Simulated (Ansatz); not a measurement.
`[OH][Ge]([OH])([SiH3])[GeH3]` + `C=CN[SiH2]Cl` → `C=C[N]([GeH3])[SiH2]Cl` + `[OH][GeH]([OH])[SiH3]`  (cleavage of the Ge–Ge bond)

Gas-phase electronic energies from Ansatz, PBE0-D4/def2-TZVP geometries. CCSD(T)/CBS is the MP2 limit (def2-TZVPP, def2-QZVPP) plus CCSD(T) − MP2 in def2-TZVPP, frozen cores. DFT in def2-TZVPP. For Ge outer-core shells are correlated without core-valence functions, which leaves a few kJ/mol of doubt a bond. Scalar relativity is left out up to krypton. One conformer a species, not always the lowest.

Task: Is it downhill or uphill in electronic energy at CCSD(T)/CBS, and by how much? (Best estimate.)

Result: Ansatz gave: Uphill: ΔE = +4.9 kcal/mol.

Task: What do these levels give: r2SCAN, PBE0, CCSD(T)/def2-TZVPP, MP2/def2-QZVPP, HF/CBS(def2), MP2/CBS(def2)? (An estimate is asked.)

Result: The calculation gave: r2SCAN 7.6, PBE0 9.0, CCSD(T)/def2-TZVPP 4.3, MP2/def2-QZVPP 3.5, HF/CBS(def2) 5.4, MP2/CBS(def2) 3.9 kcal/mol.

Largest T1 diagnostic among the species: 0.013.

The D4 term adds −2.0 kcal/mol with B3LYP and −1.0 kcal/mol with PBE0; it sums over pairs of atoms, weighted by their polarisabilities, and B3LYP, whose exchange is more repulsive, gets the larger term. From PBE to PBE0 (25 % exact exchange), in def2-TZVPP and without D4, ΔE moves by −1.0 kcal/mol. In def2-TZVPP, CCSD(T) changes the Hartree–Fock value by −1.4 kcal/mol (the triples alone add −0.5 kcal/mol) and MP2 by −2.4 kcal/mol.

B3LYP here is the variant with VWN-RPA as its local correlation; programs differ in this.
